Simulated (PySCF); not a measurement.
Molecule: B2O3 (charge 0, singlet). 
Coordinates optimised at B3LYP-D3(BJ)/def2-TZVP (Ansatz):
SMILES: O=BOB=O
```xyz
5

O     -2.3578    -0.3880    -0.4469
B     -1.2349     0.0007    -0.2404
O     -0.0192     0.4735    -0.0184
B      1.2301     0.1191     0.2357
O      2.3800    -0.1604     0.4682
```

Dispersion corrections to the total energy (kcal/mol) from the dftd3 and dftd4 libraries through PySCF: D3(BJ) without and D4 with the three-body term, each with the damping fitted for the functional named.

```json
[
 {"functional": "B2PLYP", "D3(BJ)": "-1.52", "D4": "-1.38"},
 {"functional": "revPBE", "D3(BJ)": "-4.52", "D4": "-6.46"},
 {"functional": "HF", "D3(BJ)": "-16.39", "D4": "-7.47"},
 {"functional": "TPSS", "D3(BJ)": "-2.27", "D4": "-2.68"},
 {"functional": "B3LYP", "D3(BJ)": "(withheld)", "D4": "-3.20"},
 {"functional": "HSE06", "D3(BJ)": "-1.20", "D4": "(withheld)"},
 {"functional": "BLYP", "D3(BJ)": "-3.93", "D4": "(withheld)"}
]
```

Task: Fill in the missing entries.

Result: 
- B3LYP, D3(BJ): -3.22
- HSE06, D4: -1.54
- BLYP, D4: -4.44
